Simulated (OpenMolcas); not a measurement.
# Fe7+, Ru7+, Os7+: d down the group

- Program: OpenMolcas 26.06
- Method: CASSCF
- Basis: ANO-RCC-VQZP
- Scalar Hamiltonian: DKH2, point nucleus
- Spin-orbit coupling: RASSI with atomic mean-field integrals over the reference wave functions, term energies averaged over their components

Active space for each ion: 1 electron in 10 orbitals (d d).

Computed levels in cm-1 above ²D_3/2:

```tsv
Level	Fe7+	Ru7+	Os7+
²D_5/2	1810	4037	13070
weight of ²D in the lowest level (%)	100	100	100
```

Measured, with the error of the calculation in %. Measured levels: Fe7+ from Corliss and Sugar, J. Phys. Chem. Ref. Data 11, 135 (1982).

| Level | Fe7+ |
| --- | --- |
| ²D_5/2 | 1836 (-1.4) |

The fine-structure level ²D_5/2 changes by a factor of 7.22 from Fe7+ to Os7+.

With one active electron the reference holds no correlation, so core polarisation is missing. With one active electron outside closed inactive shells, the extra shells (4d) add no correlation to the reference (holds for Fe7+). With one active electron outside closed inactive shells, the extra shells (5d) add no correlation to the reference (holds for Ru7+). With one active electron outside closed inactive shells, the extra shells (6d) add no correlation to the reference (holds for Os7+). Measured partners are found by configuration, term and J. A level has none where our copy of the source lacks it or the pairing is in doubt (some pairs that miss far off the trend of their configuration count as doubtful), and it then counts in no deviation. Levels of configurations outside the active space are missing.
